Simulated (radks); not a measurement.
The numbers below are computed, except where a source is named.
Charge is removed step by step from the 3s1/2 level of Au3+, starting from [Xe] 4f14 5d8. Level of theory: Dirac Kohn-Sham, PBE, spin-unpolarised, spherical densities, finite nucleus; open shells fill j = l - 1/2 first; Fermi nuclear charge, rms radius 5.4371 fm (a radial shooting solver on a logarithmic mesh with Libxc functionals).

[
 {"removed (e)": "0", "E - E(0) (eV)": "0.000", "eigenvalue (eV)": "-3390.5", "E minus straight line (eV)": "0.000"},
 {"removed (e)": "0.25", "E - E(0) (eV)": "849.72", "eigenvalue (eV)": "-3407.3", "E minus straight line (eV)": "-6.351"},
 {"removed (e)": "0.5", "E - E(0) (eV)": "1703.6", "eigenvalue (eV)": "-3424.2", "E minus straight line (eV)": "-8.493"},
 {"removed (e)": "0.75", "E - E(0) (eV)": "2561.8", "eigenvalue (eV)": "-3441.2", "E minus straight line (eV)": "-6.388"},
 {"removed (e)": "1", "E - E(0) (eV)": "3424.3", "eigenvalue (eV)": "-3458.4", "E minus straight line (eV)": "0.000"}
]

Removing the whole electron costs 3424.3 eV by Delta-SCF, against 3390.5 eV from minus the eigenvalue at the starting occupation. Slater's transition state (half an electron removed) gives 3424.2 eV. Integrating minus the eigenvalue over the occupation (Janak's theorem) gives 3424.3 eV. The mean slope of the eigenvalue, de/dn, is 67.9 eV per electron.
